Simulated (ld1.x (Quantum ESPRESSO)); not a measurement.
Varying the TM potential for iodine (I)

Base potential:

* Element: iodine (I)
* Generator: ld1.x (Quantum ESPRESSO) 7.5
* Type: norm-conserving Troullier–Martins (Kleinman–Bylander form)
* Functional: PBEsol
* Relativity: scalar-relativistic
* Frozen core: [Kr]
* Valence charge: 17
* Reference configuration: 4d10 5s1.75 5p5.25
* Partial waves: 5p (bound): rc 1.60 bohr; 4d (bound): rc 0.80 bohr; 5s (bound): rc 1.65 bohr
* Local potential: the s channel
* Core correction: Bessel-smoothed model core inside 0.70 bohr

Cutoffs, loose and tight: the cutoffs (Ry, on a coarse ladder) from which the occupation-weighted sum of valence levels, in a spherical-Bessel basis at the reference potential, stays within 10 and 1 mRy of its value at 400 Ry. They do not see the model core or the augmentation charge, which bear on the density cutoff. Test errors are all-electron minus pseudo excitation energies from the reference, over the configurations 4d10 5s2 5p5; 4d10 5s2 5p4; 4d10 5s2 5p3; 4d10 5s2 5p4.5; 4d10 5s2 5p2; 4d9 5s2 5p5; 4d10 5s2 5p1. A dash means not determined; rows that change the core or the reference have their own tests. The largest error is taken over the tests solved by every variant that gives reliable tests at all: 4d10 5s2 5p1; 4d10 5s2 5p2; 4d10 5s2 5p3; 4d10 5s2 5p4; 4d10 5s2 5p4.5; 4d10 5s2 5p5.

A true bound ghost makes a file unfit for plane-wave use even where its test errors are small: the radial tests pick states by their node count and pass the ghost by. Where a test does run into it, the solver fails or the error is huge.

```tsv
change	outcome	cutoff, loose	cutoff, tight	bound ghosts	largest test error (meV)
base	generated	230 Ry	over 300 Ry	none	+19
wave 5s (bound): rc 1.65 bohr becomes 5s (bound): rc 1.12 bohr	generated	230 Ry	over 300 Ry	p, s (extra level of the local part)	-41
wave 5s (bound): rc 1.65 bohr becomes 5s (bound): rc 1.38 bohr	generated	230 Ry	over 300 Ry	none	+29
wave 5s (bound): rc 1.65 bohr becomes 5s (bound): rc 1.80 bohr	generated	230 Ry	over 300 Ry	none	+17
wave 5s (bound): rc 1.65 bohr becomes 5s (bound): rc 2.16 bohr	generated	230 Ry	over 300 Ry	none	+55
wave 5s (bound): rc 1.65 bohr becomes 5s (bound): rc 2.46 bohr	generated	230 Ry	over 300 Ry	none	+136
```

Question: What comes out with this change to the base: wave 5s (bound): rc 1.65 bohr becomes 5s (bound): rc 1.98 bohr?

Answer: outcome: generated; cutoff, loose: 230 Ry; cutoff, tight: over 300 Ry; bound ghosts: none; largest test error (meV): +25.

Question: What comes out with this change to the base: wave 5s (bound): rc 1.65 bohr becomes 5s (bound): rc 1.56 bohr?

Answer: outcome: generated; cutoff, loose: 230 Ry; cutoff, tight: over 300 Ry; bound ghosts: none; largest test error (meV): +22.

Reading the sweep of the s radius (base included, trends over the rows without a ghost): The loose cutoff stays near 230 Ry. The median size of the test errors (rows with all tests solved) is not monotonic: lowest 1.8 meV at 1.8 bohr, highest 17.3 meV at 2.46 bohr. Bound ghosts are found at 1.12 bohr.
